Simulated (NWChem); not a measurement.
BeSiH$_{3}$Cl; SMILES [Cl][Be][SiH3]

All runs: NWChem. Structure relaxed at the PBE0/def2-SVP level. Vertical excitations in the gas phase; the lowest state need not have the same character in each row.

For level CAM-B3LYP/def2-SVP, full TDDFT:

lowest excitation, singlet (eV): 6.21
oscillator strength of that lowest state: 0.079
lowest triplet (eV): 4.87
orbital gap (eV): 9.56

Task: Estimate the same quantities for level PBE/def2-SVP, full TDDFT.

Result: 
| Property | Value |
|---|---|
| lowest excitation, singlet (eV) | 5.80 |
| oscillator strength of that lowest state | 0.063 |
| lowest triplet (eV) | 4.45 |
| orbital gap (eV) | 5.20 |
